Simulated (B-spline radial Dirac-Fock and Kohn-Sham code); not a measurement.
**Scattering functions of W**

System: atomic tungsten, configuration [Xe] 4f14 5d3 6s2 6p1 (not the ground configuration).

These are calculated numbers from a radial finite-basis atomic code; the model is Dirac-Fock orbitals of the configuration average with a finite nucleus. f₀ is the Fourier transform of the spherical electron density, S the Waller-Hartree incoherent function, and s = sin θ/λ. The electron scattering factor follows from the Mott-Bethe formula f_e = 0.023934 Å⁻¹·(Z − f₀)/s².

```
s (Å⁻¹)      f₀       S  f_e (Å)
      0  74.000   0.000        –
   0.09  70.121   4.278   11.460
   0.11  68.719   5.479   10.446
   0.13  67.287   6.608    9.506
   0.15  65.855   7.679    8.664
   0.18  63.730   9.220    7.587
   0.21  61.637  10.719    6.710
   0.24  59.577  12.185    5.993
   0.28  56.879  14.077    5.227
   0.33  53.606  16.328    4.482
   0.39  49.874  18.884    3.796
   0.46  45.857  21.686    3.183
   0.53  42.230  24.260    2.707
   0.63  37.676  27.506    2.190
   0.73  33.748  30.330    1.808
   0.86  29.407  33.599    1.443
   1.01  25.325  36.988    1.142
   1.18  21.768  40.439    0.898
   1.38  18.793  44.089    0.694
   1.62  16.411  47.950    0.525
    1.9  14.468  51.689    0.395
   2.22  12.614  54.991    0.298
   2.61  10.516  57.977    0.223
```

f₀ starts at the number of electrons, 74, and has fallen to half at s ≈ 0.65 Å⁻¹. The sum of ⟨r²⟩ over the electrons is 83.26 bohr². It fixes the forward electron scattering factor, f_e(0) = (a₀/3)Σ⟨r²⟩ = 14.687 Å.
